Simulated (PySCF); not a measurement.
## GeS(OH)2: fields on a plane

Computed with PBE0 in PySCF with Ge def2-SVP, S def2-SVP, O def2-SVP, H def2-SVP; no relativity; density-fitted integrals.

The singlet minimum has Ge–O 1.746 Å, Ge–O 1.759 Å, Ge–S 2.016 Å, O–H 0.966 Å (×2); Ge–O–H 111.2°, Ge–O–H 112.3°, O–Ge–O 101.1°, O–Ge–S 129.5° (×2).

The plane holds Ge1 at (0.00, 0.00), S2 at (2.02, 0.00), O3 at (-1.12, 1.36), O4 at (-1.11, -1.35), H5 at (-0.66, 2.21), H6 at (-2.03, -1.05) Å. Columns run from x = -4.05 to 4.35 Å, rows from y = 4.65 (top) to -3.45 Å, in steps of 0.3 Å. Other isomers or separated fragments may lie lower.

Give the lowest empty orbital (Å^-3/2) at -1.21 eV (cut at ±0.3; overall sign arbitrary). Every second row and column.


```
 0.00  0.00  0.00  0.00  0.00  0.01  0.01  0.00  0.00  0.00  0.00  0.00  0.00  0.00  0.00
 0.00  0.00  0.00  0.01  0.01  0.02  0.02  0.01  0.01  0.00  0.00  0.00  0.00  0.00  0.00
 0.00  0.00  0.01  0.02  0.03  0.04  0.05  0.04  0.02  0.01  0.01  0.00  0.00  0.00  0.00
 0.00  0.00  0.01  0.03  0.06  0.09  0.10  0.07  0.04  0.02  0.01  0.00  0.00  0.00  0.00
 0.00  0.01  0.02  0.06  0.09  0.11  0.10  0.08  0.06  0.03  0.01  0.01  0.01  0.00  0.00
 0.00  0.01  0.03  0.07  0.14 -0.02 -0.14  0.06  0.06  0.02  0.00  0.03  0.03  0.02  0.01
 0.00  0.01  0.03  0.06  0.00 -0.30 -0.17  0.11  0.05 -0.08 -0.06  0.06  0.08  0.05  0.01
 0.01  0.02  0.04  0.06  0.03  0.01  0.15  0.12  0.02 -0.30 -0.14  0.20  0.17  0.08  0.02
 0.01  0.03  0.06  0.08  0.05  0.09  0.17  0.00  0.00 -0.30  0.30  0.27  0.20  0.09  0.03
 0.01  0.04  0.08  0.10 -0.08 -0.30  0.02  0.17  0.04 -0.18 -0.12  0.12  0.12  0.06  0.02
 0.01  0.03  0.08  0.12  0.02  0.30 -0.13  0.07  0.05 -0.02 -0.02  0.04  0.05  0.03  0.01
 0.01  0.02  0.05  0.09  0.12  0.12  0.02  0.05  0.05  0.02  0.01  0.02  0.02  0.01  0.00
 0.00  0.01  0.03  0.05  0.07  0.06  0.04  0.04  0.03  0.02  0.01  0.01  0.00  0.00  0.00
 0.00  0.00  0.01  0.02  0.02  0.03  0.02  0.02  0.01  0.01  0.01  0.00  0.00  0.00  0.00
```

Give the electron localisation function (set to 0 where the density is under 0.005 e/Å³). Lower edges of the bins: '0' 0.000, '1' 0.100, '2' 0.200, '3' 0.300, '4' 0.400, '5' 0.499, '6' 0.599, '7' 0.699, '8' 0.799, '9' 0.899; top 1.00.


```
00000000000000000000000000000
00000000000000000000000000000
00000000000000000000000000000
00000000000000000000000000000
00000000000000000000000000000
00000000025776000000000000000
00000000047888400000000000000
00000000158998600000000000000
00000122469998500001110000000
00000246778997300024554300000
00001468862774100246776531000
00001478919574112457888653100
00000368863873223578998864100
00000246777731114678889874200
00000001234215522671006874200
00000000001154451742781875200
00000011012154451742781875200
00005787545215523771006874200
00048899877731114678889874200
00058999963772124578998864100
00047899819573112457887653100
00005677765874000246676531000
00001234689873000124554300000
00000002578863000001110000000
00000001356641000000000000000
00000000133310000000000000000
00000000000000000000000000000
00000000000000000000000000000
```
